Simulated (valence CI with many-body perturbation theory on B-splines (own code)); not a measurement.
**E1 transitions of W LXI**

Computed by relativistic CI+MBPT: four valence electrons over a frozen Dirac-Fock core [Ne], a basis of 11 s, 11 p, 9 d, 7 f, 5 g, 2 h, 1 i functions for each j, with the one-electron correlation potential Σ1 (screened to all orders), the two-electron term Σ2, the three-electron term Σ3, Breit, model QED; selected single and double excitations, second order for the rest (own B-spline code, finite nucleus).

No measured spectrum was set against this ion. As an estimate, large intervals hold to a few tenths of a per cent, small ones and those within an open d or f shell to about a per cent.

Lines 151 to 200 of 231 in falling wavelength, among levels below 1273.4 eV, chosen from the strongest by gf and those to the six lowest levels. Wavelengths and rates use the calculated energies. Electric multipoles are in the length gauge, E1 and E2 with the static RPA response of the core. Weak lines are less certain than strong ones. Lines between different terms over intervals too small for the method are left out, as are lines whose strength nearly cancels. The highest levels of a list are the least certain.

Levels are named by their leading jj configuration (3d3/2^4 stands for four electrons in 3d with j = 3/2), which in mixed levels can hold well under half, so a name can repeat and another be missing. Letters in brackets count levels of one name in rising energy.

| λ vac (nm) | Upper | Lower | A (s⁻¹) | S (a.u.) with core polarisation | S without |
| --- | --- | --- | --- | --- | --- |
| 2.207 | (3s 3p1/2 3p3/2 3d3/2) J=2 [c] | (3s 3p1/2^2 3p3/2) J=1 | 7.44e+10 | 1.97e-03 | 2.00e-03 |
| 2.205 | (3s 3p1/2 3p3/2 3d5/2) J=2 [d] | (3s^2 3p1/2 3d5/2) J=3 | 1.96e+12 | 5.17e-02 | 5.25e-02 |
| 2.203 | (3s 3p1/2 3p3/2 3d3/2) J=2 [b] | (3s 3p1/2^2 3p3/2) J=2 | 4.44e+11 | 1.17e-02 | 1.19e-02 |
| 2.201 | (3s 3p1/2 3p3/2 3d5/2) J=2 [d] | (3s^2 3p1/2 3d5/2) J=2 | 5.17e+11 | 1.36e-02 | 1.38e-02 |
| 2.197 | (3s 3p1/2 3p3/2^2) J=1 [b] | (3s^2 3p1/2 3p3/2) J=1 | 8.29e+11 | 1.30e-02 | 1.32e-02 |
| 2.164 | (3s 3p1/2 3p3/2 3d3/2) J=1 [b] | (3s 3p1/2^2 3p3/2) J=1 | 8.22e+10 | 1.23e-03 | 1.25e-03 |
| 2.157 | (3s 3p1/2 3p3/2 3d3/2) J=2 [d] | (3s 3p1/2^2 3p3/2) J=1 | 8.66e+10 | 2.14e-03 | 2.18e-03 |
| 2.141 | (3s 3p1/2 3p3/2 3d3/2) J=1 [c] | (3s 3p1/2^2 3p3/2) J=1 | 1.07e+11 | 1.55e-03 | 1.57e-03 |
| 2.139 | (3s 3p1/2 3p3/2 3d3/2) J=1 [d] | (3s^2 3p1/2 3d3/2) J=2 | 1.33e+11 | 1.93e-03 | 1.96e-03 |
| 2.139 | (3s 3p1/2 3p3/2 3d5/2) J=2 [b] | (3s^2 3p1/2 3d3/2) J=1 | 1.46e+12 | 3.52e-02 | 3.58e-02 |
| 2.130 | (3s 3p1/2 3p3/2 3d3/2) J=2 [e] | (3s^2 3p1/2 3d3/2) J=2 | 1.07e+12 | 2.55e-02 | 2.59e-02 |
| 2.103 | (3s^2 3d3/2^2) J=2 | (3s^2 3p1/2 3d3/2) J=1 | 2.76e+12 | 6.35e-02 | 6.44e-02 |
| 2.103 | (3s 3p1/2 3p3/2 3d3/2) J=2 [c] | (3s 3p1/2^2 3p3/2) J=2 | 3.48e+11 | 7.98e-03 | 8.10e-03 |
| 2.081 | (3s^2 3p3/2 3d3/2) J=3 | (3s^2 3p1/2 3p3/2) J=2 | 2.25e+12 | 7.00e-02 | 7.10e-02 |
| 2.080 | (3s 3p1/2 3p3/2 3d3/2) J=3 [b] | (3s 3p1/2^2 3p3/2) J=2 | 2.10e+12 | 6.54e-02 | 6.63e-02 |
| 2.074 | (3s^2 3d3/2 3d5/2) J=3 | (3s^2 3p1/2 3d5/2) J=3 | 2.35e+12 | 7.24e-02 | 7.35e-02 |
| 2.070 | (3s^2 3d3/2 3d5/2) J=3 | (3s^2 3p1/2 3d5/2) J=2 | 1.36e+12 | 4.17e-02 | 4.23e-02 |
| 2.066 | (3s^2 3p3/2 3d3/2) J=2 | (3s^2 3p1/2 3p3/2) J=2 | 3.43e+12 | 7.46e-02 | 7.57e-02 |
| 2.065 | (3s 3p1/2 3p3/2 3d3/2) J=1 [b] | (3s 3p1/2^2 3p3/2) J=2 | 2.27e+12 | 2.96e-02 | 3.00e-02 |
| 2.064 | (3s^2 3p3/2 3d3/2) J=1 | (3s^2 3p1/2 3p3/2) J=2 | 3.57e+11 | 4.64e-03 | 4.71e-03 |
| 2.063 | (3s 3p1/2 3p3/2 3d5/2) J=2 [a] | (3s^2 3p1/2 3d3/2) J=2 | 4.87e+09 | 1.05e-04 | 1.07e-04 |
| 2.058 | (3s 3p1/2 3p3/2 3d3/2) J=2 [d] | (3s 3p1/2^2 3p3/2) J=2 | 3.06e+12 | 6.59e-02 | 6.68e-02 |
| 2.054 | (3s 3p1/2 3p3/2 3d3/2) J=1 [d] | (3s 3p1/2^2 3p3/2) J=1 | 4.00e+12 | 5.14e-02 | 5.21e-02 |
| 2.048 | (3s 3p1/2 3p3/2 3d3/2) J=3 [c] | (3s 3p1/2^2 3p3/2) J=2 | 1.57e+11 | 4.66e-03 | 4.73e-03 |
| 2.046 | (3s 3p1/2 3p3/2 3d3/2) J=2 [e] | (3s 3p1/2^2 3p3/2) J=1 | 1.39e+12 | 2.94e-02 | 2.98e-02 |
| 2.043 | (3s 3p1/2 3p3/2 3d3/2) J=1 [c] | (3s 3p1/2^2 3p3/2) J=2 | 1.36e+11 | 1.72e-03 | 1.74e-03 |
| 2.039 | (3s^2 3d3/2^2) J=0 | (3s^2 3p1/2 3d3/2) J=1 | 4.61e+12 | 1.93e-02 | 1.96e-02 |
| 2.038 | (3s 3p1/2 3p3/2 3d3/2) J=0 [b] | (3s 3p1/2^2 3p3/2) J=1 | 2.49e+12 | 1.04e-02 | 1.06e-02 |
| 2.034 | (3s^2 3p3/2 3d3/2) J=2 | (3s^2 3p1/2 3p3/2) J=1 | 1.45e+12 | 3.00e-02 | 3.05e-02 |
| 2.032 | (3s^2 3p3/2 3d3/2) J=1 | (3s^2 3p1/2 3p3/2) J=1 | 3.51e+12 | 4.36e-02 | 4.42e-02 |
| 2.030 | (3s 3p1/2 3p3/2 3d5/2) J=3 [a] | (3s^2 3p1/2 3d3/2) J=2 | 8.49e+08 | 2.45e-05 | 2.49e-05 |
| 2.028 | (3s^2 3p3/2 3d3/2) J=0 | (3s^2 3p1/2 3p3/2) J=1 | 3.26e+12 | 1.34e-02 | 1.36e-02 |
| 2.027 | (3s^2 3p1/2 3d3/2) J=1 | (3s^2 3p1/2^2) J=0 | 4.63e+12 | 5.70e-02 | 5.78e-02 |
| 2.014 | (3s 3p1/2 3p3/2 3d5/2) J=0 | (3s^2 3p1/2 3d3/2) J=1 | 3.05e+12 | 1.23e-02 | 1.25e-02 |
| 1.996 | (3s 3p1/2 3p3/2 3d5/2) J=3 [b] | (3s^2 3p1/2 3d3/2) J=2 | 2.26e+09 | 6.20e-05 | 6.29e-05 |
| 1.994 | (3s 3p1/2 3p3/2 3d5/2) J=1 [a] | (3s^2 3p1/2 3d3/2) J=2 | 2.48e+10 | 2.91e-04 | 2.96e-04 |
| 1.988 | (3s 3p1/2 3p3/2 3d5/2) J=2 [b] | (3s^2 3p1/2 3d3/2) J=2 | 8.21e+11 | 1.59e-02 | 1.62e-02 |
| 1.984 | (3s 3p1/2 3p3/2 3d5/2) J=2 [a] | (3s 3p1/2^2 3p3/2) J=1 | 2.26e+10 | 4.36e-04 | 4.42e-04 |
| 1.964 | (3s 3p1/2 3p3/2 3d3/2) J=1 [d] | (3s 3p1/2^2 3p3/2) J=2 | 1.36e+10 | 1.52e-04 | 1.55e-04 |
| 1.958 | (3s^2 3d3/2^2) J=2 | (3s^2 3p1/2 3d3/2) J=2 | 1.70e+12 | 3.14e-02 | 3.19e-02 |
| 1.957 | (3s 3p1/2 3p3/2 3d3/2) J=2 [e] | (3s 3p1/2^2 3p3/2) J=2 | 2.84e+11 | 5.26e-03 | 5.34e-03 |
| 1.949 | (3s 3p1/2 3p3/2 3d5/2) J=3 [c] | (3s^2 3p1/2 3d3/2) J=2 | 1.14e+09 | 2.91e-05 | 2.96e-05 |
| 1.932 | (3s 3p1/2 3p3/2 3d5/2) J=1 [b] | (3s^2 3p1/2 3d3/2) J=2 | 3.36e+08 | 3.59e-06 | 3.63e-06 |
| 1.920 | (3s 3p1/2 3p3/2 3d5/2) J=1 [a] | (3s 3p1/2^2 3p3/2) J=1 | 3.24e+11 | 3.40e-03 | 3.45e-03 |
| 1.915 | (3s 3p1/2 3p3/2 3d5/2) J=2 [b] | (3s 3p1/2^2 3p3/2) J=1 | 3.98e+10 | 6.90e-04 | 7.01e-04 |
| 1.900 | (3s 3p1/2 3p3/2 3d5/2) J=2 [a] | (3s 3p1/2^2 3p3/2) J=2 | 8.85e+10 | 1.50e-03 | 1.52e-03 |
| 1.896 | (3s 3p1/2 3p3/2 3d5/2) J=1 [c] | (3s^2 3p1/2 3d3/2) J=2 | 2.78e+09 | 2.80e-05 | 2.84e-05 |
| 1.892 | (3s 3p1/2 3p3/2 3d5/2) J=3 [d] | (3s^2 3p1/2 3d3/2) J=2 | 1.31e+04 | 3.07e-10 | 1.11e-10 |
| 1.889 | (3s 3p1/2 3p3/2 3d5/2) J=2 [c] | (3s^2 3p1/2 3d3/2) J=2 | 9.01e+09 | 1.50e-04 | 1.52e-04 |
| 1.887 | (3s^2 3d3/2^2) J=2 | (3s 3p1/2^2 3p3/2) J=1 | 4.04e+10 | 6.69e-04 | 6.79e-04 |
